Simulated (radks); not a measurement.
Results of a calculation; reference values are marked as such.
Question: The mean radii <r> (bohr) of the occupied orbitals of an atom or ion are listed with their occupations. Level of theory: Dirac Kohn-Sham, SOGGA, spin-unpolarised, spherical densities, point nucleus (a radial shooting solver on a logarithmic mesh with Libxc functionals).

orbital  occ.      <r>
1s1/2       2  0.04031
2s1/2       2   0.1776
2p1/2       2   0.1523
2p3/2       4   0.1564
3s1/2       2   0.5101
3p1/2       2   0.5109
3p3/2       4   0.5213
3d3/2       4   0.5198
3d5/2       6   0.5235
4s1/2       2    1.342
4p1/2       2    1.474
5p1/2       2    3.378

Name the element and its charge. Open shells, if any, fill j = l - 1/2 first.

Answer: Z = 37, rubidium, charge +3: Rb3+ in [Ar] 3d10 4s2 4p2 5p2. The 1s radius gives Z: for a bare nucleus <r> = (2 gamma + 1)/(2Z) with gamma = sqrt(1 - (Z/c)^2), 0.03954 bohr for Z = 37, and screening makes it slightly larger (0.04031 here). The occupations add up to 34, and the charge is Z minus that.
